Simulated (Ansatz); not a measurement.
Relaxation of ClH7NOW (11 atoms, charge 0, multiplicity 2), to a largest force component of 0.03 eV/Å in at most 50 steps.

Level of theory: Ansatz, UKS PBE/def2-SVP.

```xyz
11
Properties=species:S:1:pos:R:3
W 0.315 0.107 0.367
Cl -0.582 0.056 2.557
O 2.078 -0.261 -0.179
H 2.433 -0.763 -0.939
H -0.077 1.478 -0.554
H -1.309 -0.183 -0.028
H -0.031 -1.387 -0.295
H -0.081 -0.084 -1.256
N -0.391 0.355 5.468
H -0.513 -0.685 5.434
H 0.655 0.415 5.396
```

Problem. Where does it end, and by what steps?

Solution. The forces met the threshold. The force dipped under the threshold on the way, but the program's further checks kept it going. After 34 steps the energy has fallen by 0.053 eV; N9 moved furthest, 0.79 Å.

```
step  energy less start (eV)  largest force component (eV/Å)  accepted
   0                  0.0000                           0.719       yes
   2                 -0.0250                           0.283       yes
   4                 -0.0295                           0.072       yes
   6                 -0.0345                           0.108       yes
   8                 -0.0372                           0.071       yes
  10                 -0.0390                           0.101       yes
  12                 -0.0410                           0.148       yes
  14                 -0.0419                           0.292       yes
  16                 -0.0456                           0.149       yes
  18                 -0.0483                           0.071       yes
  20                 -0.0097                           1.555        no
  22                 -0.0493                           0.025       yes
  24                 -0.0500                           0.109       yes
  26                 -0.0493                           0.143        no
  28                 -0.0516                           0.021       yes
  30                 -0.0523                           0.053       yes
  32                 -0.0524                           0.198        no
  34                 -0.0530                           0.011       yes
```

```xyz
11
Properties=species:S:1:pos:R:3
W 0.348 0.058 0.312
Cl -0.626 0.050 2.418
O 2.122 -0.211 -0.266
H 2.507 -0.548 -1.098
H -0.120 1.386 -0.626
H -1.262 -0.113 -0.173
H -0.076 -1.466 -0.235
H 0.031 -0.197 -1.320
N 0.083 0.079 6.040
H -0.893 -0.256 5.864
H 0.383 0.267 5.055
```

Whether the end is a true minimum wasn't checked by a vibrational analysis.

The run took 79 s on 4 threads of Arm Neoverse V1, on a shared host, peak memory 0.2 GiB.
